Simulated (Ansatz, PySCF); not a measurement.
CH4Al, charge +1, singlet, at a GFN2-xTB geometry (such geometries of metal compounds can be far from the true shape), with bond 4-2 at 2.4 times its length. Base run: CASSCF(4,4)/def2-SVP in PySCF.

Input for PySCF:
```python
from pyscf import gto, scf, mcscf
import numpy

mol = gto.Mole()
mol.atom = '''
    Al   -0.40172293   -0.56140107   -0.27249021
    C     0.65063231    0.90337766    0.44287829
    H     0.45368009    1.03632464    1.52035580
    H     0.02071657    3.14927229   -0.81087693
    H     1.72874798    0.71459695    0.30341028
    H    -1.25199123   -1.71214080   -0.85914339
'''
mol.basis = 'def2-svp'
mol.charge = 1
mol.verbose = 3
mol.build()

mf = scf.RHF(mol)
mf.kernel()
mc = mcscf.CASSCF(mf, 4, 4)
mc.fix_spin_(ss=0.0)
mc.kernel()
occ = numpy.linalg.eigvalsh(mc.fcisolver.make_rdm1(mc.ci, mc.ncas, mc.nelecas))[::-1]
ss = mc.fcisolver.spin_square(mc.ci, mc.ncas, mc.nelecas)[0]
print('natural occupations', occ.round(4), ' <S^2>', round(ss, 4))
```

Programs used: Ansatz (a program for electronic structure), PySCF; a row that names a program was run with it.

Variants of this job, named by their change:

```tsv
change	ΔE vs base (kcal/mol)	natural occupations	<S^2> of the state
base	0.000	1.97 1.48 0.52 0.03	0.00
fix_spin_ = off	-0.437	1.98 1.47 0.53 0.02	0.00
start = MP2 natural orbitals	0.000	1.97 1.48 0.52 0.03	0.00
code = ansatz; correction = SC-NEVPT2, all electrons	-99.7	-	-
orbitals = fixed (CASCI); correction = SC-NEVPT2	-94.8	2.00 1.63 0.37 0.00	0.00
state_average = 2 states	9.91	-	-
active space = 8 electrons, 7 orbitals	-13.69	2.00 1.98 1.97 1.49 0.51 0.03 0.02	0.00
active space = 6 electrons, 5 orbitals	5.99	2.00 1.99 1.46 0.54 0.01	0.00
orbitals = fixed (CASCI)	34.51	2.00 1.63 0.37 0.00	0.00
code = ansatz	-0.437	-	-
correction = SC-NEVPT2	-99.6	1.97 1.48 0.52 0.03	0.00
```

Active orbitals are taken around the Fermi level unless the row says otherwise; CASSCF can end in different local minima, and two programs can end on different orbitals. State-averaged rows give the lowest state.

Ansatz warned in this series: other orbitals give a lower active-space energy.
